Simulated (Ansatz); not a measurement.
```yaml
crystal:
  periodic: [false, false, false]
  atoms:
    - {symbol: Yb, position_ang: [0.042923, 0.066786, 0.023460]}
    - {symbol: Cl, position_ang: [-0.074308, 0.080174, 2.615025]}
    - {symbol: Cl, position_ang: [0.135997, -0.054577, -2.648100]}
    - {symbol: Cl, position_ang: [2.716667, -0.066007, -0.026438]}
    - {symbol: Cl, position_ang: [-2.685913, -0.029136, 0.094518]}
    - {symbol: Cl, position_ang: [-0.004059, 2.810993, -0.003777]}
    - {symbol: Cl, position_ang: [0.027203, -2.803437, 0.041342]}
basis:
  gaussian: {orbitals: def2-TZVP}
total_charge: -3
magnetization: {spin_polarized: false, initial_magnetization: 1}
hamiltonian: {xc: {name: SVWN5}}
```

```sh
$ ansatz run in.yaml --threads 4 --pin off --events-out ev --progress --plain --max-ram 6963MiB
```

Output, abridged:

```
Functional definition: SVWN5
2269 factors; their error is unknown
mean field evaluation 1: about -103850.6737 eV, gradient 1.4e3 eV
mean field evaluation 2: about -83779.8333 eV, gradient 4.8e3 eV
mean field evaluation 4: about -89913.5411 eV, gradient 4.4e3 eV
mean field evaluation 8: about -105397.0902 eV, gradient 1.0e3 eV
mean field evaluation 16: about -106439.9323 eV, gradient 7.9e-1 eV
mean field evaluation 32: about -106440.1005 eV, gradient 4.9e-3 eV
mean field evaluation 64: about -106319.1698 eV, gradient 3.1e2 eV
mean field evaluation 96: about -106340.4201 eV, gradient 2.4e2 eV
mean field evaluation 128: about -106324.9280 eV, gradient 3.2e2 eV
mean field evaluation 160: about -106364.9279 eV, gradient 1.1e2 eV
mean field evaluation 192: about -106363.5820 eV, gradient 1.0e2 eV
mean field evaluation 224: about -106400.0400 eV, gradient 1.0e2 eV
mean field evaluation 256: about -106367.5749 eV, gradient 1.1e2 eV
mean field evaluation 288: about -106301.8771 eV, gradient 2.8e2 eV
mean field evaluation 320: about -106439.9890 eV, gradient 1.2e1 eV
mean field evaluation 352: about -106440.1002 eV, gradient 1.2e-1 eV
mean field evaluation 384: about -106440.0992 eV, gradient 1.3e-2 eV
mean field evaluation 416: about -106439.1831 eV, gradient 2.5e1 eV
mean field evaluation 448: about -106440.0679 eV, gradient 4.9e-2 eV
mean field evaluation 480: about -106440.0994 eV, gradient 4.4e-3 eV
mean field evaluation 512: about -105125.5071 eV, gradient 1.2e3 eV
mean field evaluation 544: about -105547.0124 eV, gradient 6.8e2 eV
mean field -106440.10049867 eV, -3911.6015456347 hartree, gradient 3.4e-6 eV, S^2 0.750000; 14 other end points of the search recorded, 0 dependent functions left out
reference -106440.10057265 eV, -3911.6015483535 hartree; 74, 73 occupied and 244, 245 virtual orbitals, 2269 factors
Total energy: -106440.10057265 eV, -3911.6015483535 hartree
```

Hardware: 4 threads of Arm Neoverse V1 on a shared host. Wall time 4.3 min, peak host memory 2 GiB.

In the def2 sets Yb takes a core potential; there is no spin–orbit coupling. With an open 4f shell the SCF may have ended on a state above the lowest. A multiply charged anion in the gas phase is held together partly by the finite basis. The highest occupied level of an anion often lies above zero with these methods, and sets without diffuse functions describe the outer electron poorly.

With spin_polarized false and unpaired electrons the run is restricted open-shell.
